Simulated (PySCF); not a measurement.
# Shieldings and the share of exact exchange

Molecule: SMILES [SiH3]CC1CC1, C₄H₁₀Si.

Cartesian coordinates in Å; atom numbers follow the order of the lines, from 1:
```xyz
15

Si    2.353    0.165    0.231
C     0.813    0.892   -0.587
C    -0.364   -0.055   -0.580
C    -1.227   -0.187    0.641
C    -1.774    0.461   -0.597
H     3.491    1.135    0.168
H     2.766   -1.095   -0.463
H     2.083   -0.158    1.667
H     1.067    1.188   -1.620
H     0.554    1.826   -0.058
H    -0.197   -0.984   -1.138
H    -1.595   -1.179    0.918
H    -0.997    0.455    1.497
H    -2.522   -0.078   -1.184
H    -1.911    1.547   -0.586
```

GIAO shieldings (ppm, equivalent atoms averaged) in PySCF 2.14 on the PBE0-D3(BJ)/def2-SVP geometry, basis pcSseg-1, gas phase, non-relativistic:

| functional | exact exchange (%) | σ(Si1) | σ(C3) | σ(C4/C5) |
| --- | --- | --- | --- | --- |
| BLYP | 0 | 396.6 | 163.8 | 165.7 |
| BP86 | 0 | 405.1 | 168.5 | 170.0 |
| PBE | 0 | 406.9 | 168.8 | 170.3 |
| B3LYP | 20 | 407.3 | 169.5 | 170.6 |
| mPW1PW91 | 25 | 417.1 | 174.4 | 174.9 |
| BHandHLYP | 50 | 423.4 | 176.7 | 176.8 |
| HF | 100 | 452.2 | 187.7 | 186.2 |

(1) Fit each shielding as a line in the percentage of exact exchange.

(2) What does the line predict for PBE0 (25 %), and what does the run give?

Answers

(1) σ(Si1) = 402.0 + 0.49 x (rms 3.8 ppm); σ(C3) = 167.0 + 0.21 x (rms 1.8 ppm); σ(C4/C5) = 168.6 + 0.17 x (rms 1.7 ppm). The functionals also differ in their semilocal parts, which the line can't hold; Hartree–Fock has no correlation at all.

(2) σ(Si1): 414.2 predicted, 419.6 computed; σ(C3): 172.2 predicted, 175.2 computed; σ(C4/C5): 172.8 predicted, 175.8 computed ppm.
